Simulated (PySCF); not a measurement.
C3H5BN2Si.
SMILES with atom numbers: `[N:1]#[C:2][B:3]([C:4]#[N:5])[CH2:6][SiH3:7]` (hydrogens: H8, H9 on C6; H10, H11, H12 on Si7)

Method used: PBE0-D3(BJ)/def2-SVP geometry optimisation, gas phase in PySCF 2.14.0.

List the bond lengths, angles and torsions at this level.

| bond | length (Å) |
| --- | --- |
| N1≡C2, C4≡N5 | 1.160 |
| C2–B3, B3–C4 | 1.542 |
| B3–C6 | 1.531 |
| C6–Si7 | 1.920 |
| C6–H8, C6–H9 | 1.101 |
| Si7–H10, Si7–H11, Si7–H12 | 1.491 |

Bonds in one row agree within 0.01 Å and their mean is given. A selection of angles:
| angle | degrees |
| --- | --- |
| N1–C2–B3 | 178.7 |
| C2–B3–C4 | 117.3 |
| C2–B3–C6 | 121.4 |
| B3–C4–N5 | 178.4 |
| B3–C6–Si7 | 107.4 |
| B3–C6–H8 | 113.7 |
| Si7–C6–H8 | 105.2 |
| H8–C6–H9 | 111.4 |
| C6–Si7–H10 | 109.7 |
| C6–Si7–H12 | 107.4 |
| H10–Si7–H11 | 109.9 |

Torsions: C2–B3–C6–Si7 -89° (synclinal).

B3 (three-coordinate boron) is planar (angles 121.4°, 121.2° and 117.3°, sum 359.9°, 0.03 Å off the plane of its three neighbours). Si7 (SiH3 silicon) is tetrahedral (angles from 107.4° to 110.2°).

Whether it is a minimum is left open (no frequencies). One conformer, not necessarily the lowest.
